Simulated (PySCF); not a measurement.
## MGe for M along the halogens

CCSD(T) with triple-zeta basis sets in PySCF, for the lowest determinant that a PBE0 search found; no spin–orbit coupling. De refers to high-spin ground-configuration atoms.

```tsv
M	basis	reference, frozen orbitals	state (unpaired electrons)	Re (Å)	ωe (cm⁻¹)	De (eV)
F	def2-TZVPP	UHF, 10	doublet (π ↑)	1.753	677	5.13
Cl	def2-TZVPP	UHF, 14	doublet (π ↑)	2.175	414	3.91
Br	def2-TZVPP	UHF, 18	doublet (π ↑)	2.325	301	3.50
I	def2-TZVPP	UHF, 13	doublet (π ↑)	2.524	246	2.98
```

Problem. By what factor does the harmonic wavenumber vary along the series?

Solution. At CCSD(T) it runs from 246 cm⁻¹ (GeI) to 677 cm⁻¹ (GeF), a factor of 2.75.

Down a group the atoms grow and get heavier, so bonds lengthen and wavenumbers fall; this series shows no clear exception.

Correlated steps freeze the inner cores (10 to 18 orbitals); shallow outer-core shells are correlated. These are scalar-relativistic numbers at best; spin–orbit coupling would shift them, the dissociation energy most. States were picked by a PBE0 search and need not be the measured ground states.
